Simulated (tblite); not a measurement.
Compound: C6H12ClFGe.
Geometry (GFN2-xTB, Å), atoms numbered from 1 in this order:
```
atom  x, y, z in Å
C1    -2.976   -1.316    0.211
C2    -1.927   -0.263    0.010
C3    -2.440    1.038   -0.519
C4    -0.645   -0.483    0.284
Ge5    0.830    0.766    0.076
C6     2.476   -0.174    0.754
F7     2.243   -1.540    0.675
C8     3.766    0.149    0.039
Cl9    3.562   -0.022   -1.717
H10   -3.734   -0.960    0.908
H11   -2.546   -2.235    0.599
H12   -3.473   -1.533   -0.734
H13   -3.211    1.436    0.140
H14   -2.888    0.893   -1.502
H15   -1.634    1.766   -0.602
H16   -0.356   -1.459    0.655
H17    0.699    1.993    0.953
H18    1.014    1.283   -1.319
H19    2.618    0.028    1.824
H20    4.050    1.182    0.236
H21    4.566   -0.530    0.338
```

Level: GFN2-xTB in tblite, geometry and Hessian alike; calculated harmonic values, unscaled, isolated species. Against measured fundamentals such values can be off by several per cent, at times by over 20. Modes of hydrogen on germanium can be 10 to 20 % off. One conformer, not necessarily the lowest. The optimisation stopped once no atom felt more than 0.01 eV/Å.

Lowest wavenumbers of the output (negative numbers stand for imaginary wavenumbers):
```
mode    cm-1
  1     -28.5
  2      30.2
  3      71.0
  4      86.9
  5      87.8
  6     122.4
  7     137.3
  8     168.3
  9     174.9
 10     249.6
 11     276.4
 12     325.1
 13     411.7
 14     424.8
 15     444.7
```

Problem. Is this structure a minimum?

Solution. Not by this Hessian. 1 mode is imaginary beyond 20i (28i cm⁻¹), so at this level the point lies at or near a first-order saddle. The curvature is small, so loose convergence or finite differences may be the whole cause.

Problem. Which atoms move in the imaginary mode?

Solution. 28i: Cl9 (alkyl chlorine) 32 %, C1 (allylic carbon) 17 %, Ge5 (germanium bonded to 2 C and 2 H) 14 %, F7 (alkyl fluorine) 10 %. These are shares of the mass-weighted motion.

Problem. What is the remedy?

Solution. Step along that mode in both directions, optimise again with tighter thresholds and repeat the frequencies. The zero-point energy of this point (99.1 kcal/mol) counts the 56 real modes alone, and thermal corrections from it aren't those of a minimum.
